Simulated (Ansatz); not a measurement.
Consider the ligand exchange at the Si–N bond: `N[Si](N)(N)Cl` + HCl → `N[Si](N)(Cl)Cl` + NH₃.

Program: Ansatz. Geometries: PBE0-D4/def2-TZVP. ΔE: electronic, gas phase. CCSD(T)/CBS is the MP2 limit (def2-TZVPP, def2-QZVPP) plus CCSD(T) − MP2 in def2-TZVPP, frozen cores. This one scheme is used for every species. Functionals use def2-TZVPP. HSE06 is defined as in plane-wave codes. Each species was taken in one conformer, which may not be the lowest.

`N[Si](N)(N)Cl`:

```xyz
11

N    -1.194   -0.864   -0.706
Si   -0.135    0.119    0.192
N     1.087   -0.833    0.895
N     0.548    1.306   -0.816
Cl   -1.206    1.065    1.716
H    -2.158   -0.614   -0.848
H    -1.058   -1.860   -0.684
H     0.973   -1.260    1.799
H     2.047   -0.606    0.697
H     0.265    1.341   -1.781
H     0.829    2.205   -0.465
```

HCl:

Z-matrix (Å, degrees):
```
Cl
H 1 1.279
```

`N[Si](N)(Cl)Cl`:

Z-matrix (Å, degrees):
```
Si
N 1 1.689
Cl 1 2.056 2 104.7
N 1 1.689 2 109.0 3 125.5
Cl 1 2.056 2 116.6 3 -116.3
H 2 1.006 1 120.6 3 31.9
H 2 1.007 1 120.0 3 -179.4
H 4 1.007 1 120.0 2 -53.9
H 4 1.006 1 120.6 2 157.4
```

NH₃:

Z-matrix (Å, degrees):
```
N
H 1 1.013
H 1 1.013 2 107.1
H 1 1.013 2 107.1 3 -114.5
```

```
         level  ΔE (kcal/mol)  difference from CCSD(T)/CBS
       BLYP-D4          -10.5                          0.2
       PBE0-D4          -11.2                         -0.5
  CAM-B3LYP-D4           -9.4                          1.3
       ωB97X-V          -10.6                          0.1
         HSE06          -11.2                         -0.5
         BHLYP           -9.9                          0.8
     CAM-B3LYP           -9.3                          1.4
 CCSD/def2-SVP          -10.6                          0.1
MP2/def2-QZVPP          -11.4                         -0.7
  HF/CBS(def2)           -9.8                          0.9
   CCSD(T)/CBS          -10.7                            0
```

Largest T1 diagnostic among the species: 0.009.

Leaving LDA and LC-ωPBE aside and taking each functional with its dispersion term where it has one, the values, not all of them listed here, spread over 2.4 kcal/mol, from B97M-V to CAM-B3LYP-D4. LDA lies +2.0 kcal/mol from PBE without D4.
